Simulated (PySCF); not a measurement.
**C₆ coefficients of unlike pairs at PBE**

Calculated with PySCF 2.14 from the dipole response of each species, C₆(A,B) = (3/π) ∫ α_A(iu) α_B(iu) du, in atomic units, from isotropic polarisabilities. For ions this is the dispersion term alone; charge-induced terms of lower order in 1/R come first.

```json
{"species": "Nb³⁺", "configuration": "[Kr] 4d2 (3F)", "basis": "aug-cc-pVTZ-PP with ECP28MDF (6s6p5d3f2g)", "relativity": "core potential", "α (bohr³)": "6.101", "C₆ (like pair)": "26.15"}
{"species": "Tc", "configuration": "[Kr] 4d5 5s2 (6S)", "basis": "aug-cc-pVTZ-PP with ECP28MDF (6s6p5d3f2g)", "relativity": "core potential", "α (bohr³)": "85.57", "C₆ (like pair)": "974.0"}
{"species": "Fe³⁺", "configuration": "[Ar] 3d5 (6S)", "basis": "aug-cc-pwCVTZ (10s9p7d4f3g)", "relativity": "none", "α (bohr³)": "1.920", "C₆ (like pair)": "4.720"}
{"species": "Se", "configuration": "[Ar] 3d10 4s2 4p4 (3P)", "basis": "aug-cc-pVQZ-PP with one added diffuse shell each of s, p, d, f, g type with ECP10MDF (8s7p6d4f3g)", "relativity": "core potential", "α (bohr³)": "28.27", "C₆ (like pair)": "236.6"}
```

Q: Estimate C₆ for Se with Tc.

A: The integral gives 456.9. The combination rule 2 C_A C_B / (C_A α_B/α_A + C_B α_A/α_B) gives 444.1 and the geometric mean 480.1.

No spin-orbit coupling is included.

The other pairs:

| pair | C₆ |
| --- | --- |
| Tc, Nb³⁺ | 127.7 |
| Se, Fe³⁺ | 26.79 |
| Fe³⁺, Nb³⁺ | 10.71 |
| Fe³⁺, Tc | 45.73 |
| Se, Nb³⁺ | 72.22 |
